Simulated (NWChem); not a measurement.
Program: NWChem. System: Cl2Si, charge 0, spin multiplicity 1, at a geometry optimised with PBE/def2-SVP. The structure started from a generated list of species. Level: PBE/cc-pVQZ.

The NWChem input:

```
start mol
memory heap 200 mb stack 900 mb global 1100 mb
geometry units angstroms nocenter noautoz
  Si     0.000000     0.000000    -0.941655
  Cl    -1.640110     0.000000     0.387740
  Cl     1.640110     0.000000     0.387740
  symmetry group C2v
end
basis spherical
  * library cc-pvqz
end
dft
  xc xpbe96 cpbe96
  semidirect memsize 60000000 filesize 0
  iterations 100
end
task dft energy
```

NWChem printed:

```
             Northwest Computational Chemistry Package (NWChem) 7.3.0
             --------------------------------------------------------

                                NWChem Input Module
                                -------------------

 Scaling coordinates for geometry "geometry" by  1.889725989
 (inverse scale =  0.529177249)

 Turning off AUTOSYM since
 SYMMETRY directive was detected!

                             Geometry "geometry" -> ""
                             -------------------------

 Output coordinates in angstroms (scale by  1.889725989 to convert to a.u.)

  No.       Tag          Charge          X              Y              Z
 ---- ---------------- ---------- -------------- -------------- --------------
    1 Si                  14.0000     0.00000000     0.00000000    -0.94165500
    2 Cl                  17.0000    -1.64011000     0.00000000     0.38774000
    3 Cl                  17.0000     1.64011000     0.00000000     0.38774000

 Effective nuclear repulsion energy (a.u.)     165.9319146690

            Nuclear Dipole moment (a.u.)
            ----------------------------
        X                 Y               Z
 ---------------- ---------------- ----------------
     0.0000000000     0.0000000000    -0.0000188973

      Symmetry information
      --------------------

 Group name             C2v
 Group number             16
 Group order               4
 No. of unique centers     2

      Symmetry unique atoms

     1    2


 Summary of "ao basis" -> "" (spherical)
 ------------------------------------------------------------------------------
       Tag                 Description            Shells   Functions and Types
 ---------------- ------------------------------  ------  ---------------------
 *                          cc-pvqz                   on all atoms

  pbe96 is a nonlocal functional; adding pw91lda local functional.

                                 NWChem DFT Module
                                 -----------------

 Summary of "ao basis" -> "ao basis" (spherical)
 ------------------------------------------------------------------------------
       Tag                 Description            Shells   Functions and Types
 ---------------- ------------------------------  ------  ---------------------
 Si                         cc-pvqz                 17       59   6s5p3d2f1g
 Cl                         cc-pvqz                 17       59   6s5p3d2f1g

 Summary of "ao basis" -> "ao basis" (spherical)
 ------------------------------------------------------------------------------
       Tag                 Description            Shells   Functions and Types
 ---------------- ------------------------------  ------  ---------------------
 Si                         cc-pvqz                 17       59   6s5p3d2f1g
 Cl                         cc-pvqz                 17       59   6s5p3d2f1g

      Symmetry analysis of basis
      --------------------------

        a1         62
        a2         28
        b1         52
        b2         35

            General Information
            -------------------
          SCF calculation type: DFT
          Wavefunction type:  closed shell.
          No. of atoms     :     3
          No. of electrons :    48
           Alpha electrons :    24
            Beta electrons :    24
          Charge           :     0
          Spin multiplicity:     1
          Use of symmetry is: on ; symmetry adaption is: on
          Maximum number of iterations: 100
[...]
 d= 0,ls=0.0,diis     5  -1209.5037915475 -1.85D-04  1.43D-04  8.15D-04    36.8
  Resetting Diis
 d= 0,ls=0.0,diis     6  -1209.5039007239 -1.09D-04  4.10D-05  8.60D-05    37.5
 d= 0,ls=0.0,diis     7  -1209.5039140656 -1.33D-05  1.19D-05  1.24D-06    38.3
 d= 0,ls=0.0,diis     8  -1209.5039135125  5.53D-07  7.35D-06  4.80D-06    39.0

         Total DFT energy =    -1209.503913512522
      One electron energy =    -2002.343624872977
           Coulomb energy =      703.696904049037
    Exchange-Corr. energy =      -76.789107357625
 Nuclear repulsion energy =      165.931914669043

 Numeric. integr. density =       48.000000829140

     Total iterative time =     31.5s

                  Occupations of the irreducible representations
                  ----------------------------------------------

                     irrep           alpha         beta
                     --------     --------     --------
                     a1               11.0         11.0
                     a2                2.0          2.0
                     b1                8.0          8.0
                     b2                3.0          3.0

                       DFT Final Molecular Orbital Analysis
                       ------------------------------------

 Vector   22  Occ=2.000000D+00  E=-3.052954D-01  Symmetry=a2
              MO Center= -4.6D-14,  6.9D-16,  3.4D-01, r^2= 3.8D+00
   Bfn.  Coefficient  Atom+Function         Bfn.  Coefficient  Atom+Function
  ----- ------------  ---------------      ----- ------------  ---------------
    76      0.341856  2 Cl py               135     -0.341856  3 Cl py
    73      0.264821  2 Cl py               132     -0.264821  3 Cl py
    70      0.196350  2 Cl py               129     -0.196350  3 Cl py
    79      0.169505  2 Cl py               138     -0.169505  3 Cl py
    27     -0.036015  1 Si d -2              22     -0.028304  1 Si d -2

 Vector   23  Occ=2.000000D+00  E=-2.888820D-01  Symmetry=b1
              MO Center= -8.9D-13, -2.6D-15,  3.2D-01, r^2= 4.0D+00
   Bfn.  Coefficient  Atom+Function         Bfn.  Coefficient  Atom+Function
  ----- ------------  ---------------      ----- ------------  ---------------
    75      0.288988  2 Cl px               134      0.288988  3 Cl px
    72      0.218385  2 Cl px               131      0.218385  3 Cl px
    77      0.204783  2 Cl pz               136     -0.204783  3 Cl pz
    74      0.164006  2 Cl pz               133     -0.164006  3 Cl pz
    69      0.162851  2 Cl px               128      0.162851  3 Cl px

 Vector   24  Occ=2.000000D+00  E=-2.494474D-01  Symmetry=a1
              MO Center=  2.5D-13,  1.1D-13, -7.0D-01, r^2= 3.6D+00
   Bfn.  Coefficient  Atom+Function         Bfn.  Coefficient  Atom+Function
  ----- ------------  ---------------      ----- ------------  ---------------
     5      0.457651  1 Si s                  6      0.392629  1 Si s
     3      0.257248  1 Si s                 77      0.246873  2 Cl pz
   136      0.246873  3 Cl pz                74      0.184163  2 Cl pz
   133      0.184163  3 Cl pz                15     -0.180408  1 Si pz
    18     -0.176083  1 Si pz                80      0.155683  2 Cl pz

 Vector   25  Occ=0.000000D+00  E=-1.388172D-01  Symmetry=b2
              MO Center=  7.1D-15, -1.3D-13, -7.7D-01, r^2= 3.1D+00
   Bfn.  Coefficient  Atom+Function         Bfn.  Coefficient  Atom+Function
  ----- ------------  ---------------      ----- ------------  ---------------
    17      0.522961  1 Si py                20      0.318166  1 Si py
    14      0.310949  1 Si py                11      0.258065  1 Si py
    79     -0.163728  2 Cl py               138     -0.163728  3 Cl py
    76     -0.154412  2 Cl py               135     -0.154412  3 Cl py
    73     -0.137395  2 Cl py               132     -0.137395  3 Cl py

 Vector   26  Occ=0.000000D+00  E=-3.952506D-02  Symmetry=b1
              MO Center=  2.6D-14, -2.7D-15, -9.7D-01, r^2= 4.5D+00
   Bfn.  Coefficient  Atom+Function         Bfn.  Coefficient  Atom+Function
  ----- ------------  ---------------      ----- ------------  ---------------
    19      0.727123  1 Si px                16      0.644917  1 Si px
    65      0.494586  2 Cl s                124     -0.494586  3 Cl s
    80     -0.282953  2 Cl pz               139      0.282953  3 Cl pz
    13      0.245659  1 Si px                10      0.192608  1 Si px
    77     -0.183616  2 Cl pz               136      0.183616  3 Cl pz

 Vector   27  Occ=0.000000D+00  E=-3.524061D-02  Symmetry=a1
              MO Center= -2.8D-14, -1.9D-15, -5.8D-01, r^2= 4.7D+00
   Bfn.  Coefficient  Atom+Function         Bfn.  Coefficient  Atom+Function
  ----- ------------  ---------------      ----- ------------  ---------------
    21      0.621590  1 Si pz                 5      0.598697  1 Si s
    18      0.533910  1 Si pz                65     -0.432023  2 Cl s
   124     -0.432023  3 Cl s                  6      0.371540  1 Si s
    78     -0.361177  2 Cl px               137      0.361177  3 Cl px
    15      0.241621  1 Si pz                75     -0.191397  2 Cl px

 center of mass
 --------------
 x =   0.00000000 y =   0.00000000 z =   0.01491923

 moments of inertia (a.u.)
 ------------------
         126.115820136530           0.000000000000           0.000000000000
           0.000000000000         797.938978857858           0.000000000000
           0.000000000000           0.000000000000         671.823158721328

     Multipole analysis of the density
     ---------------------------------

     L   x y z        total         alpha         beta         nuclear
     -   - - -        -----         -----         ----         -------
     0   0 0 0     -0.000000    -24.000000    -24.000000     48.000000

     1   1 0 0     -0.000000     -0.000000     -0.000000      0.000000
     1   0 1 0     -0.000000     -0.000000     -0.000000      0.000000
     1   0 0 1     -0.388527     -0.194254     -0.194254     -0.000019

     2   2 0 0    -29.844872   -178.224828   -178.224828    326.604784
     2   1 1 0      0.000000      0.000000      0.000000      0.000000
     2   1 0 1      0.000000      0.000000      0.000000      0.000000
     2   0 2 0    -27.022608    -13.511304    -13.511304      0.000000
     2   0 1 1     -0.000000     -0.000000     -0.000000      0.000000
     2   0 0 2    -28.328468    -45.456821    -45.456821     62.585175

 Task  times  cpu:       39.1s     wall:       39.1s

 Total times  cpu:       39.1s     wall:       39.1s
```
